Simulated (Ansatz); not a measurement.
Born–Oppenheimer molecular dynamics of Cl3H2NSi (7 atoms, charge 0, multiplicity 1). It starts from a relaxed structure.

These are results of RKS PBE0/STO-3G in Ansatz, not measurements.

```json
{"ensemble": "NVE (velocity Verlet)", "time step": "1 fs", "steps asked": "250", "starting velocities drawn for": "1500 K", "seed": "730213"}
```

Frames 20 fs apart, positions in Å, forces in eV/Å.

Velocities at 10 fs (Å/ps):

```
Si 1.17 -4.75 -0.03
N -0.02 -2.71 -0.90
H -4.60 6.44 19.05
H -23.07 -12.65 42.33
Cl 0.05 8.13 -1.18
Cl 5.35 -5.71 -1.77
Cl -5.52 2.60 1.58
```

```xyz
7
Properties=species:S:1:pos:R:3:forces:R:3 time_fs=10 energy_less_start_eV=0.511 T=786
Si 0.039 -0.051 0.090 -1.44 -0.05 -1.89
N 0.011 -0.144 1.726 -4.64 -2.64 1.85
H -0.808 -0.349 2.438 2.11 0.37 -2.61
H 0.684 0.385 2.154 3.50 2.56 2.65
Cl 1.966 0.090 -0.654 0.48 -0.29 0.12
Cl -0.879 1.646 -0.739 -0.16 0.32 0.00
Cl -1.131 -1.623 -0.629 0.15 -0.27 -0.13
7
Properties=species:S:1:pos:R:3:forces:R:3 time_fs=30 energy_less_start_eV=0.529 T=722
Si 0.048 -0.109 0.092 0.41 0.57 0.64
N 0.016 -0.203 1.791 2.80 1.59 1.70
H -0.838 -0.496 2.239 -1.35 -0.65 0.42
H 0.647 0.277 2.575 -1.50 -1.24 -3.05
Cl 1.987 0.225 -0.669 0.06 -0.85 0.39
Cl -0.798 1.568 -0.781 -0.79 0.98 -0.14
Cl -1.240 -1.603 -0.606 0.37 -0.40 0.06
7
Properties=species:S:1:pos:R:3:forces:R:3 time_fs=50 energy_less_start_eV=0.411 T=875
Si 0.053 -0.113 0.093 -0.30 0.24 -0.38
N 0.048 -0.274 1.770 -0.26 -0.49 1.92
H -0.617 -0.885 2.327 0.57 0.66 -1.35
H 0.678 0.189 2.469 -0.15 -0.05 -1.12
Cl 2.018 0.273 -0.643 -0.27 -0.87 0.43
Cl -0.790 1.580 -0.828 -0.48 0.34 0.28
Cl -1.302 -1.619 -0.577 0.90 0.18 0.21
7
Properties=species:S:1:pos:R:3:forces:R:3 time_fs=70 energy_less_start_eV=0.405 T=883
Si 0.029 -0.077 0.039 -0.44 -0.04 -1.12
N 0.107 -0.336 1.663 -1.33 -1.49 1.69
H -0.365 -1.048 2.281 -0.07 0.69 -1.46
H 0.777 0.125 2.233 1.69 1.32 1.00
Cl 2.024 0.230 -0.576 -0.08 -0.45 -0.11
Cl -0.835 1.631 -0.848 -0.20 0.04 0.35
Cl -1.278 -1.624 -0.531 0.41 -0.07 -0.35
7
Properties=species:S:1:pos:R:3:forces:R:3 time_fs=90 energy_less_start_eV=0.634 T=554
Si -0.006 -0.025 -0.039 1.44 0.10 2.08
N 0.202 -0.320 1.633 2.48 1.53 1.05
H -0.547 -0.762 2.095 -2.39 -1.33 1.15
H 0.929 -0.085 2.422 -1.37 0.04 -3.00
Cl 2.022 0.137 -0.523 0.15 -0.08 -0.80
Cl -0.905 1.693 -0.837 -0.12 -0.01 0.09
Cl -1.214 -1.642 -0.521 -0.18 -0.25 -0.57
7
Properties=species:S:1:pos:R:3:forces:R:3 time_fs=110 energy_less_start_eV=0.743 T=424
Si 0.021 0.009 0.007 -1.79 -0.38 -1.50
N 0.133 -0.232 1.634 -3.88 -0.79 4.28
H -0.565 -0.291 2.528 1.61 0.01 -3.93
H 0.939 0.179 2.004 3.24 1.34 1.45
Cl 2.038 0.034 -0.542 -0.13 0.05 -0.30
Cl -0.977 1.739 -0.805 0.57 -0.79 0.38
Cl -1.153 -1.668 -0.571 0.38 0.57 -0.39
7
Properties=species:S:1:pos:R:3:forces:R:3 time_fs=130 energy_less_start_eV=0.366 T=962
Si -0.015 0.013 0.040 1.71 0.36 0.60
N 0.111 -0.020 1.761 2.43 0.86 0.84
H -0.748 0.161 2.236 -2.39 0.00 0.92
H 0.834 0.479 2.422 -0.95 -1.16 -2.59
Cl 2.024 -0.066 -0.599 -1.01 0.10 0.06
Cl -1.002 1.716 -0.740 0.18 -0.28 0.06
Cl -1.067 -1.654 -0.660 0.02 0.12 0.12
7
Properties=species:S:1:pos:R:3:forces:R:3 time_fs=150 energy_less_start_eV=0.264 T=1091
Si 0.033 0.015 0.100 -1.00 0.33 0.25
N 0.002 0.196 1.795 0.17 -0.16 0.74
H -0.855 0.455 2.312 -0.63 -0.41 -0.62
H 0.722 0.759 2.268 0.89 -0.15 -0.34
Cl 1.937 -0.152 -0.651 0.84 0.21 0.02
Cl -1.001 1.662 -0.669 -0.07 0.41 -0.45
Cl -0.970 -1.617 -0.737 -0.19 -0.23 0.39
7
Properties=species:S:1:pos:R:3:forces:R:3 time_fs=170 energy_less_start_eV=0.505 T=736
Si 0.013 0.035 0.163 -0.36 -0.14 -1.81
N -0.052 0.301 1.796 -1.98 0.83 2.61
H -0.856 0.773 2.355 1.33 -1.21 -1.95
H 0.785 0.498 2.320 1.44 -0.23 0.57
Cl 1.909 -0.213 -0.692 0.36 0.45 0.60
Cl -1.010 1.652 -0.642 -0.31 0.64 -0.54
Cl -0.898 -1.605 -0.776 -0.48 -0.33 0.53
7
Properties=species:S:1:pos:R:3:forces:R:3 time_fs=190 energy_less_start_eV=0.662 T=544
Si -0.010 0.061 0.127 0.71 -0.51 0.95
N 0.004 0.264 1.844 2.76 -3.88 1.09
H -0.478 1.045 2.191 -1.68 2.55 1.00
H 0.494 -0.264 2.733 -1.55 1.47 -4.04
Cl 1.923 -0.227 -0.680 0.01 0.51 0.31
Cl -1.048 1.704 -0.663 0.23 -0.02 0.26
Cl -0.880 -1.634 -0.764 -0.48 -0.11 0.44
7
Properties=species:S:1:pos:R:3:forces:R:3 time_fs=210 energy_less_start_eV=0.569 T=664
Si -0.006 0.063 0.069 -0.17 0.75 -1.68
N 0.070 0.170 1.720 -0.19 3.80 2.71
H -0.106 1.016 2.419 0.55 -2.12 -2.79
H -0.279 -0.638 2.159 -0.77 -2.63 1.75
Cl 1.944 -0.188 -0.634 0.28 0.43 -0.36
Cl -1.058 1.750 -0.668 0.54 -0.33 -0.05
Cl -0.909 -1.673 -0.700 -0.25 0.09 0.42
7
Properties=species:S:1:pos:R:3:forces:R:3 time_fs=230 energy_less_start_eV=0.241 T=1133
Si -0.016 0.058 -0.036 0.19 -0.97 1.43
N 0.034 -0.032 1.691 -0.81 -1.34 -0.34
H 0.098 0.872 2.130 0.29 1.54 0.95
H -0.675 -0.598 2.234 0.55 0.35 -0.95
Cl 1.992 -0.099 -0.621 -0.18 0.43 -0.40
Cl -1.020 1.778 -0.677 0.20 0.07 -0.32
Cl -0.967 -1.702 -0.604 -0.24 -0.09 -0.37
```

Of the whole run (250 fs, mean temperature of the second half 811 K): The conserved energy wandered by up to 8.4 meV per atom (net 1.2 meV per atom), which is poor conservation. Over the second half the temperature averaged 0.54 of the 1500 K drawn at the start: a run that starts near a minimum puts about half its kinetic energy into the potential. A run of 0.25 ps of so small a system gives no equilibrium averages. Limits of this set-up: minimal basis.

Run time: 14 min on 1 thread of Arm Neoverse N1, with other jobs on the host, peak memory 0.11 GiB.
